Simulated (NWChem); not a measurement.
Species: HfH₃Cl; SMILES [Cl][HfH3]

```xyz
5

Hf     0.2452    -0.0984     0.1923
Cl    -1.5042     0.6042    -1.1779
H      1.8583     0.4416    -0.5070
H      0.0682     0.6189     1.8771
H      0.2471    -1.9326     0.3281
```
Atoms are numbered in this order, from 1.

Level: PBE0/def2-SVP with def2 effective core potentials on Hf (NWChem), optimised geometry, unscaled harmonic frequencies. def2 effective core potentials on Hf; no spin-orbit coupling.

Q: List the harmonic frequencies with IR intensities, and the thermochemistry.

A: 
```tsv
frequency (cm⁻¹)	IR intensity (km/mol)
348	49.3
349	49.6
373	9.1
595	264.9
659	66.9
662	66.7
1754	501.0
1757	499.5
1800	198.2
```

- zero-point energy: 11.9 kcal/mol
- thermal correction to the enthalpy at 298.15 K (with zero-point energy): 15.2 kcal/mol
- heat capacity Cv: 13.6 cal/(mol K)
- entropy at 298.15 K and 1 atm (symmetry number 3): 68.4 cal/(mol K)

Rigid rotor and harmonic oscillator.
